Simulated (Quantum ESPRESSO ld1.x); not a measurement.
Problem. Radial electron density D(r) = 4 pi r^2 rho(r) of an atom or ion with 38 electrons. All-electron calculation, scalar-relativistic Kohn-Sham, LDA (Slater exchange, Perdew-Wang correlation), spin-polarised, spherical densities, point nucleus. Program: ld1.x of Quantum ESPRESSO 7.5.

r (bohr),D(r) (e/bohr),spin D(r)
0.00438,12.74,-0.000206
0.005018,15.56,-0.000250
0.005749,18.83,-0.000303
0.006587,22.59,-0.000362
0.007547,26.79,-0.000429
0.008646,31.39,-0.000501
0.009906,36.26,-0.000578
0.01135,41.23,-0.000658
0.013,46.04,-0.000737
0.0149,50.38,-0.000812
0.01707,53.92,-0.000881
0.01955,56.31,-0.000940
0.0224,57.32,-0.000985
0.02566,56.88,-0.00101
0.02964,55.06,-0.000962
0.03396,52.61,-0.000775
0.0389,50.29,-0.000254
0.04457,49.09,0.000992
0.05106,49.89,0.00369
0.0585,53.12,0.00911
0.06703,58.45,0.0193
0.07679,64.65,0.0371
0.08798,69.80,0.0663
0.1008,71.89,0.111
0.1155,69.69,0.175
0.1323,63.55,0.260
0.1516,55.58,0.359
0.1737,48.97,0.462
0.199,46.42,0.547
0.2279,48.54,0.585
0.2632,53.44,0.548
0.3016,56.44,0.430
0.3455,54.39,0.252
0.3959,46.56,0.0768
0.4535,35.28,-0.00904
0.5196,24.47,0.0815
0.5953,17.26,0.393
0.682,14.31,0.894
0.7814,13.97,1.46
0.8952,13.81,1.92
1.026,12.29,2.11
1.175,9.389,1.96
1.346,6.064,1.56
1.542,3.285,1.05
1.767,1.483,0.589
2.025,0.5530,0.272
2.338,0.1561,0.0945
2.679,0.03774,0.0269
3.069,0.007142,0.00580
3.516,0.001019,0.000905
4.028,0.0001042,0.0000980

What is the nuclear charge?

Solution. Z = 45. The innermost maximum, from 1s, lies near gamma/Z bohr with gamma = sqrt(1 - (Z/c)^2) = 0.945, here 0.021 bohr (found: 0.0229), and its height grows with Z. The density is that of the rhodium ion Rh7+ in [Kr] 4d2; the configuration itself is not fixed sharply by these data, and Z only to a few units. D(r) has 4 maxima, at r = 0.0229, 0.101, 0.309, 0.820 bohr, and minima at 0.0457, 0.199, 0.751 bohr, inside which lie 2.02, 11.07, 29.54 electrons.
